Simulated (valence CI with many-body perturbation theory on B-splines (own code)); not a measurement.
The numbers below are computed, except where a source is named.
# From CI to CI+MBPT in K XII

Method: relativistic CI+MBPT: six valence electrons over a frozen Dirac-Fock core [He], radial functions for each j: 9 s, 9 p, 8 d, 6 f, 3 g, 1 h, with the one-electron correlation potential Σ1, the two-electron term Σ2, the three-electron term Σ3, Breit, model QED; selected CI, second order for the rest, scaled by the run's own slope (own B-spline code, finite nucleus).

No measured spectrum was set against this ion. As an estimate, levels of excited configurations hold to 0.05 to 0.15 % of their energy, terms of the ground configuration to about 0.5 %. Among the levels kept, up to 3300 cm⁻¹ of a level comes from second order outside the variational space, and about a tenth of that is noise between levels of different J, which matters for small intervals.

Each rung adds one term. CI alone is the Dirac-Coulomb CI over the frozen core; QED comes last and gives the full result, which names the levels. Energies are above 2s²2p⁴ ³P_2 on the same rung, in eV.

| Level | CI alone |
| --- | --- |
| 2s²2p⁴ ³P_1 | 2.37 |
| 2s²2p⁴ ³P_0 | 2.91 |
| 2s²2p⁴ ¹D_2 | 9.95 |
| 2s²2p⁴ ¹S_0 | 20.18 |
| 2s2p⁵ ³P°_2 | 71.54 |
| 2s2p⁵ ³P°_1 | 73.56 |
| 2s2p⁵ ³P°_0 | 74.70 |
| 2s2p⁵ ¹P°_1 | 98.67 |
| 2p⁶ ¹S_0 | 166.89 |
| 2s²2p³3s ⁵S°_2 | 358.75 |
| 2s²2p³3s ³S°_1 | 363.23 |
| 2s²2p³3s ³D°_1 | 372.37 |
| 2s²2p³3s ³D°_2 | 372.48 |
| 2s²2p³3s ³D°_3 | 373.03 |
| 2s²2p³3s ¹D°_2 | 374.94 |
| 2s²2p³3p ⁵P_1 | 377.16 |

Problem. What do these energies become with core correlation, Breit and QED?

Solution. 2s²2p⁴ ³P_1 2.35 (-0.021); 2s²2p⁴ ³P_0 2.88 (-0.025); 2s²2p⁴ ¹D_2 9.89 (-0.061); 2s²2p⁴ ¹S_0 20.24 (+0.063); 2s2p⁵ ³P°_2 71.11 (-0.424); 2s2p⁵ ³P°_1 73.08 (-0.486); 2s2p⁵ ³P°_0 74.21 (-0.490); 2s2p⁵ ¹P°_1 97.97 (-0.707); 2p⁶ ¹S_0 165.80 (-1.087); 2s²2p³3s ⁵S°_2 358.74 (-0.010); 2s²2p³3s ³S°_1 363.19 (-0.044); 2s²2p³3s ³D°_1 372.43 (+0.058); 2s²2p³3s ³D°_2 372.51 (+0.026); 2s²2p³3s ³D°_3 372.93 (-0.107); 2s²2p³3s ¹D°_2 374.87 (-0.072); 2s²2p³3p ⁵P_1 377.11 (-0.059).

Problem. How does the ionisation energy move along the ladder, and which term matters most?

Solution. CI alone 630.54, + Σ1 630.76, + Σ2 630.73, + Σ3 630.68, + Breit 630.44, + QED 630.45 eV. The largest step is Breit, -0.24 eV, with Σ1 about as large (0.22). NIST lists 631.1 ± 0.9 eV (semi-empirical).
